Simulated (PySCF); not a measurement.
# Dipole polarisabilities along group 13, charge +2

Calculated with PySCF 2.14 for the ground configurations, without spin-orbit coupling: coupled response for Hartree-Fock and DFT. Mean α in bohr³, C₆ of like pairs in atomic units.

```tsv
species	α UHF	α PBE	α PBE0	C₆ UHF	C₆ PBE	C₆ PBE0
B²⁺ [He] 2s1 (aug-cc-pVQZ, non-relativistic)	7.940	7.001	7.215	11.16	9.304	9.717
Al²⁺ [Ne] 3s1 (aug-cc-pV(Q+d)Z, non-relativistic)	15.40	13.59	14.13	43.75	36.17	38.31
Ga²⁺ [Ar] 3d10 4s1 (aug-cc-pVQZ-PP with ECP10MDF, ECP)	12.10	9.360	9.914	36.65	27.29	29.03
Tl²⁺ [Xe] 4f14 5d10 6s1 (aug-cc-pVQZ-DK3, spin-free X2C)	14.59	n/a	n/a	86.16	n/a	n/a
```

Problem. Fill in the row of In²⁺ [Kr] 4d10 5s1 (aug-cc-pVQZ-PP with ECP28MDF, ECP).

Solution. α UHF 17.49; α PBE 13.07; α PBE0 13.85; C₆ UHF 78.23; C₆ PBE 59.20; C₆ PBE0 62.22.
